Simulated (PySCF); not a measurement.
Working out the ionisation energy of Mo

Mo [Kr] 4d5 5s1 (7S) → Mo+ [Kr] 4d5 (6S). All numbers are calculated (PySCF 2.14, scalar relativity through the core potential, in cc-pVDZ-PP with ECP28MDF (4s4p3d1f, 38 functions)). Frozen: 4s2 4p6. Energies in hartree (1 hartree = 27.21139 eV):

| part | Mo (lower) | Mo+ (upper) |
| --- | --- | --- |
| UHF | -67.344165 | -67.114237 |
| MP2 opposite-spin | 0.000000 | 0.000000 |
| MP2 same-spin | -0.059335 | -0.043391 |

Problem. What does Hartree-Fock give?

Solution. (-67.114237) − (-67.344165) = 0.229928 hartree = 6.257 eV.

Problem. What do MP2 and SCS-MP2 (6/5 opposite-spin, 1/3 same-spin) give?

Solution. The opposite-spin parts differ by 0.000 eV and the same-spin parts by 0.434 eV. MP2: 6.257 + (0.000) + (0.434) = 6.691 eV. SCS-MP2: 6.257 + 1.2 × (0.000) + (0.434)/3 = 6.402 eV.

Measured between the centres of the two terms (NIST): 7.092 eV, so MP2 (valence) is off by -0.401 eV.

A double-zeta basis recovers only part of the correlation energy.

What remains against the reference includes basis incompleteness, the frozen core and correlation beyond second order.
